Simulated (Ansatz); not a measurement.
Geometry optimisation, Ansatz 0.2.0, RKS B3LYP/def2-SVP.

input.yaml

```yaml
crystal:
  periodic: [false, false, false]
  atoms:
    - { symbol: C, position_ang: [-0.0906, -2.1897, 0.1875] }
    - { symbol: C, position_ang: [-0.5505, -0.681, 0.0553] }
    - { symbol: F, position_ang: [-1.3499, -0.5149, -1.0966] }
    - { symbol: F, position_ang: [-1.2278, -0.3186, 1.1593] }
    - { symbol: C, position_ang: [0.6891, 0.2163, -0.0449] }
    - { symbol: Sn, position_ang: [0.1221, 2.3086, -0.1973] }
    - { symbol: H, position_ang: [-1.0195, -2.7803, 0.2389] }
    - { symbol: H, position_ang: [0.493, -2.4378, -0.7176] }
    - { symbol: H, position_ang: [0.4707, -2.2875, 1.1355] }
    - { symbol: H, position_ang: [1.3122, 0.107, 0.9086] }
    - { symbol: H, position_ang: [1.2877, -0.0441, -0.8948] }
    - { symbol: H, position_ang: [-0.82893, 2.7456, 1.21937] }
    - { symbol: H, position_ang: [1.60071, 3.31164, -0.31798] }
    - { symbol: H, position_ang: [-0.83837, 2.553, -1.67385] }
basis:
  gaussian: { orbitals: def2-SVP }
hamiltonian:
  xc: b3lyp
relax:
  f_tol: 0.015
  max_steps: 40
output:
  orbitals: {}
```

Launched with:

```bash
$ ansatz run input.yaml --threads 2 --pin off --max-ram 3072MiB --backend cpu --events-out ev --progress --plain --runs-dir out
```

Question: Where does it end, and by what steps?

Answer: The run converged. After 5 steps the energy has fallen by 0.346 eV; H12 moved furthest, 0.12 Å.

| step | energy less start (eV) | largest force component (eV/Å) | accepted |
| --- | --- | --- | --- |
| 0 | 0.0000 | 2.184 | yes |
| 1 | -0.2369 | 1.022 | yes |
| 2 | -0.3305 | 0.578 | yes |
| 3 | -0.3446 | 0.195 | yes |
| 4 | -0.3452 | 0.079 | yes |
| 5 | -0.3455 | 0.007 | yes |

```xyz
14
Properties=species:S:1:pos:R:3
C -0.123 -2.186 0.185
C -0.473 -0.715 0.067
F -1.280 -0.553 -1.038
F -1.249 -0.369 1.150
C 0.693 0.247 -0.030
Sn 0.086 2.348 -0.208
H -1.051 -2.773 0.245
H 0.451 -2.513 -0.693
H 0.472 -2.364 1.092
H 1.326 0.151 0.864
H 1.308 -0.004 -0.907
H -0.817 2.846 1.163
H 1.543 3.267 -0.286
H -0.816 2.607 -1.644
```

Whether the end is a true minimum wasn't checked by a vibrational analysis.

The run took 31 s on 2 threads of Arm Neoverse V2, with other jobs on the host, peak memory 0.42 GiB.
